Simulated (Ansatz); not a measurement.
C$_{2}$H$_{6}$AlF, SMILES `[CH3][Al]([CH3])[F]`. The species carries charge 0 and has multiplicity 1.

```xyz
10

C    -0.0601   -1.6650    0.5499
Al   -0.5781    0.1781    0.2212
C     0.4774    1.5226   -0.7015
F    -2.0653    0.6628    0.7732
H    -0.8095   -2.2112    1.1265
H     0.0953   -2.2005   -0.3928
H     0.8894   -1.7158    1.0929
H    -0.0551    1.9012   -1.5798
H     1.4458    1.1413   -1.0347
H     0.6602    2.3866   -0.0548
```

(1) List the harmonic frequencies (cm⁻¹, unscaled) at PBE0-D4/def2-TZVP in Ansatz. (Best estimate.)

(2) Is this a minimum?

(3) Give the ideal-gas thermochemistry at 298.15 K and 1 bar (rigid rotor, harmonic oscillator; point group Cs, symmetry number 1).

Results:

(1) Ansatz gave: 16, 35, 161, 204, 215, 552, 573, 627, 695, 705, 731, 853, 1221, 1222, 1440, 1440, 1441, 1444, 3038, 3040, 3109, 3114, 3132, 3138.

(2) Yes, all 24 modes are real.

(3) Zero-point energy 192.3 kJ/mol; H(298) − E = 213.9 kJ/mol; entropy 362.3 J/(mol·K), of which translation 162.9, rotation 107.7, vibration 91.7; G(298) − E = 105.8 kJ/mol. Modes under 100 cm⁻¹ are hindered rotations or soft bends, so the harmonic entropy is rough.
